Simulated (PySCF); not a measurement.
AlF2Br, SMILES [F][Al]([F])[Br].

Geometry: B3LYP-D3(BJ)/def2-SVP.

The numbers are results of B3LYP-D3(BJ)/def2-SVP in PySCF, not measurements.

Frequencies are harmonic and unscaled.

Q: Give all harmonic wavenumbers and intensities. (The exact figures need the calculation; the answer reports its results.)

A: 
```tsv
mode	ν (cm⁻¹)	IR (km/mol)	Raman (Å⁴/amu)	depolarisation	moving atoms (share of kinetic energy)
1	167	9.8	1.6	0.75	F 67 %, Al 22 %, Br 11 %
2	216	23.0	1.2	0.51	F 78 %, Br 21 %
3	253	80.6	1.3	0.75	Al 71 %, F 27 %
4	413	60.2	6.3	0.11	Al 42 %, F 35 %, Br 23 %
5	829	154.4	1.9	0.14	F 61 %, Al 39 %
6	971	114.5	0.4	0.75	Al 52 %, F 48 %
```
